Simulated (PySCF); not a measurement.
Molecule: cyclohexanone, C6H10O.

Mapped SMILES: `[O:1]=[C:2]1[CH2:3][CH2:4][CH2:5][CH2:6][CH2:7]1`; H(Xn) means a hydrogen on atom n.

Geometry PBE0-D3(BJ)/def2-SVP throughout; GIAO in PySCF 2.14, gas phase, one conformer, non-relativistic; equivalent atoms averaged; basis pcSseg-1.

For orientation, B3LYP gives these shifts δ (against H2O, TMS at the same level): O1 684.7, C2 212.7, C3/C7 45.3, C4/C6 31.0, C5 29.3, H(C3)/H(C7) 2.12, H(C4)/H(C6) 1.72, H(C5) 1.57 ppm.

A run gave: O1 680.4, C2 213.0, C3/C7 43.7, C4/C6 28.5, C5 26.9, H(C3)/H(C7) 2.08, H(C4)/H(C6) 1.63, H(C5) 1.51 ppm (shifts δ (against H2O, TMS at the same level)).

**Question.** Which functional was used in that run?
A. BP86
B. wB97X-D
C. OPBE
D. PBE0

**Answer.** B. C2 tells them apart best: wB97X-D gives 213.0, PBE0 gives 211.5, BP86 gives 209.8, OPBE gives 200.7 ppm.
